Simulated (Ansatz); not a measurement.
System: NbO, charge 0, quartet. NbO (SMILES [O]=[Nb], quartet).
B3LYP-D3(BJ)/def2-TZVP minimum from Ansatz (a program for electronic structure):
```xyz
2

Nb     0.0000     0.0000    -0.2756
O      0.0000     0.0000     1.4124
```
Charge 0, spin multiplicity 4.

Total energies in def2-QZVPP, 11 correlated electrons, 5 frozen orbitals. UHF or UKS for unpaired electrons; spin-orbit terms are left out. Cores are frozen in correlated methods (noble-gas shells, and filled d and f shells in the p block). Past Kr the def2 sets carry scalar-relativistic core potentials. The UHF reference of NbO ([O]=[Nb], quartet) is spin-contaminated (<S^2> up to 0.10 over the pure value in the sets run).

```csv
method,program,energy (Eh),minus CCSDT(Q) (mEh)
HF,Ansatz,-131.27644,394.36
MP2,Ansatz,-131.66218,8.62
CCSD,Ansatz,-131.64353,27.27
CCSD(T),Ansatz,-131.66921,1.59
CCSDT(Q),Ansatz,-131.67080,0.00
```

Rough core times of Ansatz's runs on a shared machine: CCSD(T) 70 s, CCSDT(Q) 40 min.
